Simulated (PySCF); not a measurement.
Gas-phase acidity of resorcinol

System: resorcinol, `Oc1cccc(O)c1` (C6H6O2). Coordinates in Å; atoms count from 1 in this order:
```
O    -2.2158   -1.4813    0.1837
C    -1.1474   -0.6567    0.0943
C    -1.2772    0.7373    0.1240
C    -0.1340    1.5266    0.0293
C     1.1287    0.9528   -0.0933
C     1.2431   -0.4427   -0.1227
O     2.4382   -1.0649   -0.2402
C     0.1090   -1.2486   -0.0296
H    -3.0227   -0.9630    0.2619
H    -2.2643    1.1976    0.2206
H    -0.2293    2.6148    0.0530
H     2.0205    1.5813   -0.1653
H     3.1423   -0.4118   -0.2996
H     0.2043   -2.3346   -0.0540
```

Energies: ωB97X-D3(BJ)/ma-def2-TZVP (PySCF, density fitting, integration grid level 2) on PBE0-D3(BJ)/ma-def2-SVP structures. The prefix ma- adds one diffuse s and one diffuse p function on all atoms but H. Thermal corrections: GFN2-xTB frequencies, unscaled, ideal gas at 298.15 K and 1 bar, quasi-RRHO entropy. These were taken at the GFN2-xTB minima.

```
                site          product  ΔH(acid) / kJ/mol  ΔG(acid) / kJ/mol  gas share  above best in ethanol / kJ/mol  above best in water / kJ/mol
O1 (phenolic oxygen)  [O-]c1cccc(O)c1               1466               1432   > 99.9 %                             0.0                           0.0
C3 (aromatic carbon)  Oc1[c-]ccc(O)c1               1636               1601    < 0.1 %                           169.5                         169.4
C8 (aromatic carbon)  Oc1[c-]c(O)ccc1               1661               1627    < 0.1 %                           163.4                         160.9
C4 (aromatic carbon)  Oc1c[c-]cc(O)c1               1665               1632    < 0.1 %                           188.0                         187.2
```

ΔH and ΔG refer to AH → A⁻ + H⁺ in the gas phase. Shares are Boltzmann weights among the listed products; an error of 10 kJ/mol changes a ratio about 56-fold. Sites whose products fell apart, merged with another or lost in a GFN2-xTB screen aren't listed. Values in solvent are IEF-PCM free energies relative to the most favourable product.

Of the listed sites O1 (phenolic oxygen) is favoured in the gas phase, 168 kJ/mol ahead of C3 in free energy.

In ethanol the product from O1 is solvated 212 kJ/mol more strongly than the parent (electrostatics only).

In water the product from O1 is solvated 219 kJ/mol more strongly than the parent (electrostatics only).

Measured values (NIST Chemistry WebBook, evaluated or the median of agreeing entries): deprotonation enthalpy (ΔH) 1447 kJ/mol (computed 1466, difference 19); gas-phase acidity (ΔG) 1418 kJ/mol (computed 1432, difference 14). These are compared with the most favourable site that keeps the skeleton.

Known limits: the order of C8 and C4 is undecided: the gaps lie inside the method's error (some 10 kJ/mol, one structure a species).

Differences come from unrounded values, so a last digit can differ from that of the printed terms.
